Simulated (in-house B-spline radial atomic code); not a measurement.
Orbital energies and mean radii along the 14-electron series, configuration [Ne] 3s2 3p2. The effective charge is n√(-2ε), a non-relativistic measure. Computed with an all-electron radial atomic-structure program (B-spline basis): Dirac-Hartree-Fock, average of the configuration, finite nuclei.

```tsv
ion	Z	energy of 2s1/2 (Eh)	mean radius of 2s1/2 (bohr)	energy of 3p3/2 (Eh)	mean radius of 3p3/2 (bohr)	energy of 1s1/2 (Eh)	mean radius of 1s1/2 (bohr)	energy of 2p3/2 (Eh)	mean radius of 2p3/2 (bohr)	effective charge of 2s1/2
Ti8+	22	-27.87	0.32014	-6.9771	0.92088	-190.95	0.069507	-23.969	0.2878	14.932
V9+	23	?	?	?	?	?	?	?	?	?
Cr10+	24	-35.917	0.28867	-9.803	0.79805	-231.78	0.063488	-31.451	0.25794	16.951
Mn11+	25	?	?	?	?	?	?	?	?	?
Fe12+	26	-45.013	0.26269	-13.08	0.70479	-276.77	0.058401	-39.94	0.23367	18.976
Co13+	27	-49.957	0.25133	-14.888	0.66603	-300.85	0.056142	-44.563	0.22317	19.991
Ni14+	28	-55.165	0.24088	-16.808	0.63138	-325.97	0.054044	-49.437	0.21356	21.008
Cu15+	29	-60.641	0.23123	-18.841	0.6002	-352.16	0.052092	-54.562	0.20475	22.026
Zn16+	30	-66.383	0.22229	-20.986	0.57198	-379.41	0.05027	-59.94	0.19662	23.045
```

**Question.** Fill in the row of V9+.

**Answer.** energy of 2s1/2 (Eh): -31.763; mean radius of 2s1/2 (bohr): 0.30362; energy of 3p3/2 (Eh): -8.3335; mean radius of 3p3/2 (bohr): 0.85492; energy of 1s1/2 (Eh): -210.84; mean radius of 1s1/2 (bohr): 0.066365; energy of 2p3/2 (Eh): -27.584; mean radius of 2p3/2 (bohr): 0.27206; effective charge of 2s1/2: 15.941.

**Question.** Fill in the row of Mn11+.

**Answer.** energy of 2s1/2 (Eh): -40.333; mean radius of 2s1/2 (bohr): 0.27509; energy of 3p3/2 (Eh): -11.385; mean radius of 3p3/2 (bohr): 0.74845; energy of 1s1/2 (Eh): -253.75; mean radius of 1s1/2 (bohr): 0.060842; energy of 2p3/2 (Eh): -35.57; mean radius of 2p3/2 (bohr): 0.24521; effective charge of 2s1/2: 17.963.

**Question.** How does the screening of 2s1/2 change?

**Answer.** Z less the effective charge goes from 7.07 at Z = 22 to 6.96 at Z = 30.
